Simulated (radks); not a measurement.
Results of a calculation; reference values are marked as such.
Isoelectronic series with 4 electrons, each ion in its NIST ground configuration. Level of theory: scalar-relativistic Kohn-Sham, BLYP, spin-polarised, spherical densities, point nucleus (a radial shooting solver on a logarithmic mesh with Libxc functionals). Total energies (hartree) and orbital eigenvalues (eV):

ion   configuration  E (hartree)         2s         1s
Be         [He] 2s2    -14.66446    -5.4681  -106.5846
B+         [He] 2s2    -24.34436   -19.4038  -194.1590
N3+        [He] 2s2    -51.22533   -68.0716  -451.6129
O4+        [He] 2s2    -68.42867  -102.6927  -621.3525
F5+        [He] 2s2    -88.14407  -144.1598  -818.4372
Ne6+       [He] 2s2   -110.37487  -192.4760  -1042.891

Estimate the row of C2+ ([He] 2s2).

Answer. E (hartree) -36.53124; 2s -40.3008; 1s -309.2083.
